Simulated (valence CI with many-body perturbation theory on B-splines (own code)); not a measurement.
**Forbidden lines of Ce⁷⁺**

Level of theory: valence CI with perturbative core correlation (CI+MBPT): five valence electrons over a frozen Dirac-Fock core [Kr] 4d10, radial functions for each j: 7 s, 7 p, 7 d, 7 f, 4 g, 2 h, with the one-electron correlation potential Σ1 (screened to all orders), the two-electron term Σ2, the three-electron term Σ3, Breit, model QED; selected single and double excitations, second order for the rest, scaled by the run's own slope (own B-spline code, finite nucleus).

No measured spectrum was set against this ion. As an estimate, levels hold to about 250 cm⁻¹ or 0.2 % of their energy and the worst to 1 %, as in measured heavy ions of charge 2 to 7; those with d or f electrons hold less well. Core correlation moves these levels by up to 45000 cm⁻¹, and in measured spectra 5 to 20 % of such shifts remained as error; rates that hang on mixing are uncertain with them. Among the levels kept, up to 1100 cm⁻¹ of a level comes from second order outside the variational space, and about a tenth of that is noise between levels of different J, which matters for small intervals.

Lines 51 to 100 of 120 in falling wavelength, among levels below 195430 cm⁻¹, chosen from the decays that carry over 1 % of a level's rate. Wavelengths and rates use the calculated energies, so an error of 200 cm⁻¹ moves a line at 289.2 nm by 0.58 % and its rate by three times that or more. Electric multipoles are in the length gauge, E1 and E2 with the static RPA response of the core. Weak lines are less certain than strong ones. Lines between different terms over intervals too small for the method are left out, as are lines whose strength nearly cancels. Branching is blank where the lifetime is uncertain.

Levels are named by their leading jj configuration (3d3/2^4 stands for four electrons in 3d with j = 3/2), which in mixed levels can hold well under half, so a name can repeat and another be missing. Letters in brackets count levels of one name in rising energy.

```tsv
λ vac (nm)	Upper	Lower	Type	A (s⁻¹)	Branch %
289.2	(4f5/2 5s^2 5p3/2^2) J=5/2 [a]	(4f5/2 5s^2 5p1/2 5p3/2) J=7/2 [a]	M1	6.14e+01	7.7
287.9	(4f5/2 5s^2 5p1/2 5p3/2) J=1/2	(5s^2 5p3/2^3) J=3/2	M1	8.66e+00	1.6
283.3	(4f7/2 5s^2 5p1/2 5p3/2) J=3/2	(4f7/2 5s^2 5p1/2^2) J=7/2	E2	2.30e+00	1.0
279.0	(5s^2 5p3/2^3) J=3/2	(5s^2 5p1/2 5p3/2^2) J=5/2	M1	1.83e+02	15.2
279.0	(5s^2 5p3/2^3) J=3/2	(5s^2 5p1/2 5p3/2^2) J=5/2	E2	1.76e+01	1.5
270.6	(4f5/2 5s^2 5p1/2 5p3/2) J=7/2 [b]	(4f5/2 5s^2 5p1/2^2) J=5/2	M1	9.25e+01	21.6
268.0	(4f7/2 5s^2 5p1/2 5p3/2) J=9/2 [c]	(4f5/2 5s^2 5p1/2^2) J=5/2	E2	1.57e+00	
261.8	(4f7/2 5s^2 5p1/2 5p3/2) J=5/2 [b]	(4f7/2 5s^2 5p1/2^2) J=7/2	M1	1.10e+02	51.7
261.8	(4f7/2 5s^2 5p1/2 5p3/2) J=5/2 [b]	(4f7/2 5s^2 5p1/2^2) J=7/2	E2	4.02e+00	1.9
258.0	(4f5/2 5s^2 5p1/2^2) J=5/2	(5s^2 5p1/2 5p3/2^2) J=5/2	M1	2.91e+00	8.5
236.7	(4f7/2 5s^2 5p1/2 5p3/2) J=3/2	(5s^2 5p3/2^3) J=3/2	M1	4.37e+00	1.9
233.7	(4f7/2 5s^2 5p1/2^2) J=7/2	(5s^2 5p1/2 5p3/2^2) J=5/2	M1	3.96e+00	6.9
230.6	(5s^2 5p3/2^3) J=3/2	(5s^2 5p1/2 5p3/2^2) J=3/2	M1	8.31e+02	69.0
219.2	(5s^2 5p1/2 5p3/2^2) J=1/2	(5s^2 5p1/2^2 5p3/2) J=3/2	M1	4.45e+02	94.5
219.2	(5s^2 5p1/2 5p3/2^2) J=1/2	(5s^2 5p1/2^2 5p3/2) J=3/2	E2	8.48e+00	1.8
216.0	(4f5/2 5s^2 5p1/2^2) J=5/2	(5s^2 5p1/2 5p3/2^2) J=3/2	M1	1.69e+00	4.9
216.0	(4f5/2 5s^2 5p1/2^2) J=5/2	(5s^2 5p1/2 5p3/2^2) J=3/2	E2	1.16e+00	3.4
161.8	(4f7/2 5s^2 5p1/2 5p3/2) J=9/2 [a]	(5s^2 5p1/2 5p3/2^2) J=5/2	E2	3.22e+00	
159.2	(4f7/2 5s^2 5p1/2 5p3/2) J=3/2	(5s^2 5p1/2 5p3/2^2) J=1/2	E2	5.26e+01	23.1
159.2	(4f7/2 5s^2 5p1/2 5p3/2) J=3/2	(5s^2 5p1/2 5p3/2^2) J=1/2	M1	6.83e+00	3.0
158.8	(4f5/2 5s^2 5p1/2 5p3/2) J=3/2 [a]	(5s^2 5p1/2 5p3/2^2) J=5/2	M1	4.04e+00	1.4
155.6	(4f7/2 5s^2 5p1/2 5p3/2) J=5/2 [a]	(5s^2 5p1/2 5p3/2^2) J=5/2	E2	4.80e+00	2.4
155.6	(4f7/2 5s^2 5p1/2 5p3/2) J=5/2 [a]	(5s^2 5p1/2 5p3/2^2) J=5/2	M1	2.70e+00	1.4
152.5	(4f5/2 5s^2 5p1/2 5p3/2) J=7/2 [a]	(5s^2 5p1/2 5p3/2^2) J=3/2	E2	9.73e-01	1.0
152.2	(4f7/2 5s^2 5p1/2 5p3/2) J=5/2 [b]	(5s^2 5p1/2 5p3/2^2) J=1/2	E2	5.26e+01	24.7
152.1	(4f7/2 5s^2 5p1/2 5p3/2) J=9/2 [b]	(5s^2 5p1/2 5p3/2^2) J=5/2	E2	1.26e+00	
151.1	(5s^2 5p3/2^3) J=3/2	(5s^2 5p1/2^2 5p3/2) J=3/2	M1	1.07e+02	8.9
145.5	(4f7/2 5s^2 5p1/2 5p3/2) J=7/2 [a]	(5s^2 5p1/2 5p3/2^2) J=3/2	E2	1.99e+01	9.6
144.7	(4f5/2 5s^2 5p1/2^2) J=5/2	(5s^2 5p1/2^2 5p3/2) J=3/2	E2	2.66e+01	77.4
144.7	(4f5/2 5s^2 5p1/2^2) J=5/2	(5s^2 5p1/2^2 5p3/2) J=3/2	M1	2.00e+00	5.8
144.2	(4f5/2 5s^2 5p1/2 5p3/2) J=5/2 [b]	(5s^2 5p1/2 5p3/2^2) J=5/2	E2	1.63e+01	6.8
143.0	(4f7/2 5s^2 5p1/2 5p3/2) J=7/2 [b]	(5s^2 5p1/2 5p3/2^2) J=5/2	E2	3.51e+01	34.2
142.2	(4f5/2 5s^2 5p1/2 5p3/2) J=3/2 [b]	(5s^2 5p1/2 5p3/2^2) J=5/2	E2	1.74e+01	5.0
141.8	(4f5/2 5s^2 5p1/2 5p3/2) J=3/2 [a]	(5s^2 5p1/2 5p3/2^2) J=3/2	E2	1.34e+01	4.5
141.8	(4f5/2 5s^2 5p1/2 5p3/2) J=3/2 [a]	(5s^2 5p1/2 5p3/2^2) J=3/2	M1	1.26e+01	4.3
139.3	(4f7/2 5s^2 5p1/2 5p3/2) J=5/2 [a]	(5s^2 5p1/2 5p3/2^2) J=3/2	E2	5.92e+01	29.8
136.7	(4f7/2 5s^2 5p1/2^2) J=7/2	(5s^2 5p1/2^2 5p3/2) J=3/2	E2	5.22e+01	90.5
132.1	(4f5/2 5s^2 5p1/2 5p3/2) J=7/2 [b]	(5s^2 5p1/2 5p3/2^2) J=5/2	E2	2.54e+01	5.9
132.1	(4f5/2 5s^2 5p1/2 5p3/2) J=7/2 [b]	(5s^2 5p1/2 5p3/2^2) J=5/2	M1	5.72e+00	1.3
131.4	(4f7/2 5s^2 5p1/2 5p3/2) J=9/2 [c]	(5s^2 5p1/2 5p3/2^2) J=5/2	E2	7.05e+01	
130.1	(4f5/2 5s^2 5p1/2 5p3/2) J=5/2 [b]	(5s^2 5p1/2 5p3/2^2) J=3/2	E2	9.01e+00	3.8
129.1	(4f7/2 5s^2 5p1/2 5p3/2) J=7/2 [b]	(5s^2 5p1/2 5p3/2^2) J=3/2	E2	2.91e+00	2.8
128.5	(4f5/2 5s^2 5p1/2 5p3/2) J=3/2 [b]	(5s^2 5p1/2 5p3/2^2) J=3/2	M1	1.79e+01	5.2
128.5	(4f5/2 5s^2 5p1/2 5p3/2) J=3/2 [b]	(5s^2 5p1/2 5p3/2^2) J=3/2	E2	6.01e+00	1.7
128.0	(4f5/2 5s^2 5p1/2 5p3/2) J=1/2	(5s^2 5p1/2 5p3/2^2) J=3/2	M1	9.70e+00	1.7
128.0	(4f5/2 5s^2 5p1/2 5p3/2) J=1/2	(5s^2 5p1/2 5p3/2^2) J=3/2	E2	7.08e+00	1.3
123.5	(4f7/2 5s^2 5p1/2 5p3/2) J=5/2 [b]	(5s^2 5p1/2 5p3/2^2) J=5/2	E2	1.69e+01	7.9
120.1	(4f5/2 5s^2 5p1/2 5p3/2) J=7/2 [b]	(5s^2 5p1/2 5p3/2^2) J=3/2	E2	1.38e+02	32.2
116.8	(4f7/2 5s^2 5p1/2 5p3/2) J=3/2	(5s^2 5p1/2 5p3/2^2) J=3/2	E2	9.03e+00	4.0
116.8	(4f7/2 5s^2 5p1/2 5p3/2) J=3/2	(5s^2 5p1/2 5p3/2^2) J=3/2	M1	7.76e+00	3.4
```
